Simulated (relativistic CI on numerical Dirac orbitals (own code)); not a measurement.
Computed by Dirac-Coulomb-Breit CI, separate exchange-only KLI orbitals for each configuration, QED by a radiative potential, unscaled Slater integrals (own radial code, finite nucleus).

The strongest absorption lines from the ground level of an ion, among the configurations computed and to levels below about 322 eV (vacuum wavelength in Å, gf): 56.937 (0.0041), 81.280 (11), 85.963 (0.31), 88.158 (1.2), 89.465 (0.032), 104.18 (0.021), 110.30 (0.0027).

(1) Which ion is it?
A. Pr XIV
B. La XII
C. Pr XVI
D. Pr XII

Answers

(1) A. Pr XIV has 46 electrons and the ground level 4s²4p⁶4d¹⁰ ¹S0; the strongest line goes to 4s²4p⁶4d⁹4f ¹P°1. The pattern of lines fixes the number of electrons, and along that sequence the line energies rise steadily with the charge (about as its square where n changes within one kind of shell, about linearly where n is kept but much faster in heavy ions where fine structure, which grows about as Z⁴, sets the gap, and irregularly where shells cross), which fixes Z. Configurations outside the model, such as inner-shell arrays, can give stronger lines. At this charge energies of transitions that change n are usually good to better than 1 %, and those within a shell (Δn = 0) to a few per cent. Levels and lines within the n = 5 or 6 shells can be off by up to 10 % or somewhat more, and those that change n by about 2 %, since core polarisation is missing.

LS names give the leading component of a level, which can be under half, so a name can repeat, a term be missing and a line seem to break the LS rules.
